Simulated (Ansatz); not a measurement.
Correlation energies of CH4BFN2, SMILES `N=C(N)BF` by basis set

```json
{"atom": "N1", "x (Å)": "1.549", "y (Å)": "-0.393", "z (Å)": "0.041"}
{"atom": "C2", "x (Å)": "0.303", "y (Å)": "-0.101", "z (Å)": "0.037"}
{"atom": "N3", "x (Å)": "-0.527", "y (Å)": "-0.021", "z (Å)": "1.124"}
{"atom": "B4", "x (Å)": "-0.392", "y (Å)": "0.170", "z (Å)": "-1.356"}
{"atom": "F5", "x (Å)": "0.294", "y (Å)": "0.040", "z (Å)": "-2.464"}
{"atom": "H6", "x (Å)": "1.905", "y (Å)": "-0.543", "z (Å)": "0.989"}
{"atom": "H7", "x (Å)": "-0.147", "y (Å)": "-0.041", "z (Å)": "2.055"}
{"atom": "H8", "x (Å)": "-1.441", "y (Å)": "0.383", "z (Å)": "1.019"}
{"atom": "H9", "x (Å)": "-1.544", "y (Å)": "0.506", "z (Å)": "-1.445"}
```

Charge 0, multiplicity 1. All single points use the PBE0-D4/def2-TZVP geometry. It is one conformer, not always the lowest. Frozen core, restricted reference, Ansatz. CBS rows extrapolate triple and quadruple zeta.

```
     basis     HF (Eh)  MP2 corr.
def2-TZVPP  -273.37473   -0.91328
def2-QZVPP  -273.38736   -0.98348
```

(1) Estimate the CCSD correlation energy and the (T) correction in each basis where they were run (hartree).

## Answers

(1) 
```csv
basis,CCSD corr.,(T)
def2-TZVPP,-0.93510,-0.03776
def2-QZVPP,-0.99535,-0.04242
CBS(def2),-1.03998,-0.04588
```
